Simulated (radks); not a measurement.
Problem. Ir2+, configuration [Xe] 4f14 5d6.5 6p0.5 (fractional occupations, a model configuration). Method: Dirac Kohn-Sham, PBEsol, spin-unpolarised, spherical densities, point nucleus; open shells fill j = l - 1/2 first; computed with a radial shooting solver on a logarithmic mesh with Libxc functionals.

Spin-orbit splittings of the eigenvalues, e(l+1/2) - e(l-1/2), with zeta = 2 splitting/(2l+1) and mean radii in bohr:

| shell | occ. | splitting (eV) | zeta (eV) | <r> j=l-1/2 | <r> j=l+1/2 |
|---|---|---|---|---|---|
| 2p | 6 | 1627 | 1085 | 0.06018 | 0.06849 |
| 3p | 6 | ? | ? | 0.1801 | 0.1954 |
| 3d | 10 | 76.98 | 30.79 | 0.1705 | 0.1752 |
| 4p | 6 | 84.34 | 56.23 | 0.4267 | 0.4606 |
| 4d | 10 | 15.65 | 6.261 | 0.4720 | 0.4833 |
| 4f | 14 | 3.121 | 0.8916 | 0.5314 | 0.5391 |
| 5p | 6 | 13.68 | 9.119 | 1.063 | 1.160 |
| 5d | 6.5 | 1.360 | 0.5441 | 1.571 | 1.623 |
| 6p | 0.5 | 1.480 | 0.9865 | 3.000 | 3.254 |

Estimate the 3p splitting.

Solution. 356.2 eV (zeta = 237.5 eV).
